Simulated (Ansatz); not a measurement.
`[OH][SbH][SiH2][SeH]`, relaxed with RKS PBE-D4/def2-SVP in Ansatz from a rough embedded geometry. The force threshold is 0.03 eV/Å; the program also tests the step.

Total charge 0; spin multiplicity 1. Sb: def2 effective core potential.

Start:

```xyz
9

O     0.176    1.949   -0.965
Sb   -1.235    1.238    0.207
Si    0.304   -0.609    0.949
Se    1.215   -1.572   -0.808
H     0.843    2.428   -0.410
H    -1.919    0.238   -1.085
H    -0.536   -1.644    1.693
H     1.267   -0.072    1.880
H    -0.115   -1.955   -1.460
```

(1) How much energy does the relaxation release, and in how many steps? (Estimate.)

(2) Which bonds change most? (Best estimate.)

(3) Give the relaxed structure. (Best estimate.)

Answers

(1) Ansatz gave: 57.77 kJ/mol, in 31 steps, 5 of them rejected.

(2) Ansatz gave: Sb2–Si3 from 2.516 to 2.646 Å; O1–Sb2 from 1.967 to 2.067 Å; Si3–Se4 from 2.201 to 2.282 Å; Si3–H8 from 1.443 to 1.509 Å.

(3) Computed: 
```xyz
9

O    -0.009    1.312   -1.479
Sb   -0.932    1.394    0.368
Si    0.187   -0.881    1.125
Se    1.280   -1.579   -0.752
H     0.690    1.998   -1.488
H    -2.291    0.510   -0.248
H    -0.868   -1.845    1.604
H     1.115   -0.629    2.288
H     0.827   -0.280   -1.419
```
